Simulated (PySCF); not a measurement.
# Which determinant of ZnI lies lowest?

Unrestricted PBE0; PySCF, scalar-relativistic core potentials, basis sets Zn def2-SVP, I def2-SVP with ECP28. Outer shells of the fragments: Zn 3d10 4s2; I 4d10 5s2 5p5.

Followed along the bond (rough minima from three points):

| 2Ms+1 | unpaired | ⟨S²⟩ at the start | R at minimum (Å) | Te (eV) |
| --- | --- | --- | --- | --- |
| 2 | σ ↑ | 0.75 | 2.53 | 0.00 |
| 4 | σ ↑, π ↑↑ | 3.75 | none in the scan | ≤ 6.29 |

Solutions found at the starting distance of 2.500 Å, counted from the lowest of them; the search is not exhaustive and high or unbound solutions are not listed, so other states can lie among these:

```
2Ms+1   unpaired   term  E (eV)  ⟨S²⟩  ⟨Lz²⟩  μ (D)
    2        σ ↑    ²Σ⁺    0.00  0.75   0.00  -3.07
    2        π ↑     ²Π    2.89  0.75   1.00   3.37
    2        π ↑     ²Π    4.68  0.79   1.00  -3.82
    4  σ ↑, π ↑↑  mixed    6.45  3.75   2.01   2.62
    4  σ ↑, π ↑↑  mixed    6.62  3.75   2.01   2.64
    4  σ ↑↑, π ↑     ⁴Π    7.46  3.75   1.01   1.55
```

A term symbol is given only where ⟨S²⟩ and ⟨Lz²⟩ are close to those of a pure state; real π, δ and φ orbitals otherwise mix terms. A positive dipole means Zn(−)I(+).

Spin–orbit coupling is left out. Counting both spins, an empty level lies below a filled one in some of these solutions, because spin and occupation are held.
